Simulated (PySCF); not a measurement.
Pd²⁺ (palladium, charge +2) across methods

[Kr] 4d7 5p1, one real determinant (an excited configuration). All numbers are calculated (PySCF 2.14, a scalar-relativistic core potential, in aug-cc-pVTZ-PP with one added diffuse shell each of s, p, d, f, g type with ECP28MDF (7s7p6d4f3g, 113 functions)).

```json
{"method": "UHF", "E (hartree)": "-125.29080", "mean ε 4d α (eV)": "-41.442", "mean ε 4d β (eV)": "-38.478", "mean ε 5p α (eV)": "-18.910", "Σ⟨r²⟩ (bohr²)": "34.34", "⟨S²⟩": "6.005"}
{"method": "B3LYP", "E (hartree)": "-125.9834", "mean ε 4d α (eV)": "-35.045", "mean ε 4d β (eV)": "-32.922", "mean ε 5p α (eV)": "-17.372", "Σ⟨r²⟩ (bohr²)": "33.89", "⟨S²⟩": "6.001"}
{"method": "revPBE", "E (hartree)": "-126.0004", "mean ε 4d α (eV)": "-33.226", "mean ε 4d β (eV)": "-31.107", "mean ε 5p α (eV)": "-16.806", "Σ⟨r²⟩ (bohr²)": "33.83", "⟨S²⟩": "6.001"}
{"method": "LDA", "E (hartree)": "-125.6601", "mean ε 4d α (eV)": "-33.385", "mean ε 4d β (eV)": "-31.059", "mean ε 5p α (eV)": "-17.005", "Σ⟨r²⟩ (bohr²)": "33.87", "⟨S²⟩": "6.000"}
{"method": "r2SCAN", "E (hartree)": "-125.9867", "mean ε 4d α (eV)": "-33.858", "mean ε 4d β (eV)": "-31.345", "mean ε 5p α (eV)": "-16.981", "Σ⟨r²⟩ (bohr²)": "33.75", "⟨S²⟩": "6.002"}
{"method": "PBE0", "E (hartree)": "-125.9409", "mean ε 4d α (eV)": "-35.546", "mean ε 4d β (eV)": "-33.211", "mean ε 5p α (eV)": "-17.496", "Σ⟨r²⟩ (bohr²)": "33.86", "⟨S²⟩": "6.001"}
{"method": "TPSSh", "E (hartree)": "-125.9129", "mean ε 4d α (eV)": "-34.145", "mean ε 4d β (eV)": "-32.178", "mean ε 5p α (eV)": "-17.011", "Σ⟨r²⟩ (bohr²)": "33.85", "⟨S²⟩": "6.002"}
```

**Question.** Estimate the same row for PBE.

**Answer.** E (hartree) = -125.9439; mean ε 4d α (eV) = -33.276; mean ε 4d β (eV) = -31.122; mean ε 5p α (eV) = -16.852; Σ⟨r²⟩ (bohr²) = 33.85; ⟨S²⟩ = 6.001.

⟨L²⟩ = 13.92 against 20 for a pure G term, so this real determinant mixes terms. Energies and moments cover only the electrons outside the core potential.
